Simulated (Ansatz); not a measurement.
Cost and result up the ladder for mer-ScBr3(H2O)3 (ScBr3O3H6) (13 atoms). Total charge 0; singlet. Geometry: PBE0-D4/def2-SVP.

```csv
atom,x (Å),y (Å),z (Å)
Br1,-0.391,-2.294,0.261
Br2,0.122,2.675,0.274
Br3,-0.686,0.306,-2.724
O4,0.978,0.069,1.688
O5,1.932,-0.434,-1.100
O6,-2.114,0.349,0.347
Sc7,-0.022,0.217,-0.296
H8,0.667,-0.681,2.215
H9,0.900,0.891,2.194
H10,1.780,-0.417,-2.060
H11,2.005,-1.374,-0.865
H12,-2.610,-0.438,0.075
H13,-2.562,1.129,-0.009
```

Ansatz on 4 threads of Arm Neoverse V1 on a shared host. Times are rough, and most runs start from the orbitals of an earlier one. PBE0-D4/def2-TZVP serves as the yardstick here, not as an exact answer. Differences are given only for rows in sets of like size (and for xTB, whose basis is part of the method), since another set adds its own error. Binding counts from free atoms at the same level (Br doublet, O triplet, Sc doublet, H doublet; other spins of the atoms weren't run), without zero-point energy or a counterpoise term.

Correlated methods freeze 35 core orbitals; core or outer-core shells of Br, Sc are correlated, in sets that lack core-valence functions. No other spin state of charge 0 was run. Another isomer (singlet) lies 0.04 eV lower at PBE-D4/def2-SVP; other spin states weren't run for this one.

Correlated methods converge slowly with the basis.

```json
{"level": "MP2/def2-TZVP", "functions": "318", "binding energy per atom (eV)": "3.55", "difference from PBE0-D4/def2-TZVP (eV)": "0.03"}
{"level": "PBE0-D4/def2-SVP", "functions": "199", "binding energy per atom (eV)": "3.55", "difference from PBE0-D4/def2-TZVP (eV)": "–"}
{"level": "PBE0-D4/def2-TZVP", "functions": "318", "binding energy per atom (eV)": "3.51", "difference from PBE0-D4/def2-TZVP (eV)": "0.00"}
{"level": "BLYP-D4/def2-TZVP", "functions": "318", "binding energy per atom (eV)": "3.54", "difference from PBE0-D4/def2-TZVP (eV)": "0.03"}
{"level": "PBE-D4/def2-SVP", "functions": "199", "binding energy per atom (eV)": "3.65", "difference from PBE0-D4/def2-TZVP (eV)": "–"}
```

(1) Estimate how long each takes.

Results:

(1) PBE-D4/def2-SVP 4 s; PBE0-D4/def2-SVP 8 s; BLYP-D4/def2-TZVP 9.5 s; PBE0-D4/def2-TZVP 21 s; MP2/def2-TZVP 22 s. On shared hardware such times vary by a factor of up to 3.
